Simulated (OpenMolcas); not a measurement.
**Nd4+: effect of the basis set**

```yaml
Program: OpenMolcas
Method: CASSCF
Active_space: 2 electrons in 7 orbitals (4f)
State_averaging: 2S+1 = 3 even, 21 roots; 2S+1 = 1 even, 28 roots
Spin-orbit_coupling: state interaction with AMFI integrals over the reference wave functions, term energies averaged over their components
```

A. ANO-RCC-MB [6s5p3d1f], DKH2, point nucleus; cost of the order of 12 core-seconds
B. ANO-R2 [8s7p4d3f1g], X2C, finite nucleus; cost roughly 7 core-seconds
C. ANO-RCC-VTZP [8s7p5d3f2g1h], DKH2, point nucleus; cost roughly 14 core-seconds
D. ANO-R3 [9s8p5d5f3g1h], X2C, finite nucleus; cost about 12 core-seconds
E. ANO-RCC-VQZP [9s8p6d4f3g2h], DKH2, point nucleus; cost roughly 15 core-seconds

Energies in cm⁻¹ above 4f² ³H₄, the measured ground level; measured values from the list in Carvajal Gallego et al., Mon. Not. R. Astron. Soc. 518, 332 (2023).

| Level | A | B | C | D | E | Measured |
| --- | --- | --- | --- | --- | --- | --- |
| 4f² ³H₄ | 0.0 | 0.0 | 0.0 | 0.0 | 0.0 | 0.0 |
| 4f² ³H₅ | 2491 | 2967 | 2983 | 2955 | 2974 | 2834 |
| 4f² ³H₆ | 5095 | 6065 | 6097 | 6042 | 6078 | 5743 |
| 4f² ³F₂ | 6801 | 7772 | 7775 | 7759 | 7760 | 5894 |
| 4f² ¹G₄ [50 %] | 8369 | 9743 | 9754 | 9724 | 9734 |  |
| 4f² ³F₃ | 8407 | 9694 | 9708 | 9674 | 9688 | 7785 |
| 4f² ³F₄ [52 %] | 11721 | 13694 | 13726 | 13663 | 13693 |  |
| 4f² ¹D₂ | 23572 | 26935 | 26943 | 26888 | 26891 | 20551 |
| 4f² ¹I₆ | 28236 | 32215 | 32224 | 32157 | 32161 | 26088 |
| 4f² ³P₀ | 29389 | 33504 | 33503 | 33454 | 33444 | 25051 |
| 4f² ³P₁ | 30100 | 34361 | 34367 | 34309 | 34305 | 25893 |
| 4f² ³P₂ | 31455 | 35988 | 36004 | 35929 | 35937 | 27479 |
| 4f² ¹S₀ | 64615 | 73493 | 73486 | 73357 | 73342 |  |

Deviations, from unrounded energies. A percentage is the sum of absolute deviations over the sum of measured energies, with the sign that they share, or ± where signs differ.

| Against measurement | Levels | A | B | C | D | E |
| --- | --- | --- | --- | --- | --- | --- |
| mean absolute deviation (cm-1) | 9 | 2200 | 4700 | 4700 | 4600 | 4700 |
| fine structure of the ground term (%) | 2 | -11.6 | +5.3 | +5.9 | +4.9 | +5.5 |
| other terms of the ground configuration (%) | 7 | +13.9 | +30.1 | +30.1 | +29.9 | +29.9 |

A lies closest to measurement on these levels and C furthest from it. The largest miss of A in the table is 4f² ³P₀, by +4300 cm-1. The ranking rests on the paired levels alone, and a cruder setting can come out closer through cancelling errors.

Among A to E the level of the table that moves most is 4f² ¹S₀, by 8900 cm-1 (lowest in A, highest in B).

Without dynamic correlation excited terms often stand tens of per cent too high (terms of higher spin than the ground term too low), and those without a measured partner can miss by more than the paired ones. The basis is small and was not contracted for so high a charge (holds for A). Some levels mix across a computed gap that differs much from the measured one, so their mixing is not that of the real levels (holds for B; C; D; E). Computed and measured levels are paired by configuration, term and J; levels that our copy of the source lacks, or whose pairing is in doubt (as where it misses far off the trend of its configuration), stay unpaired and out of the deviations. Levels of configurations outside the active space are missing.

A share in square brackets marks a mixed level and gives the weight of the term that names it, the lowest over the columns.
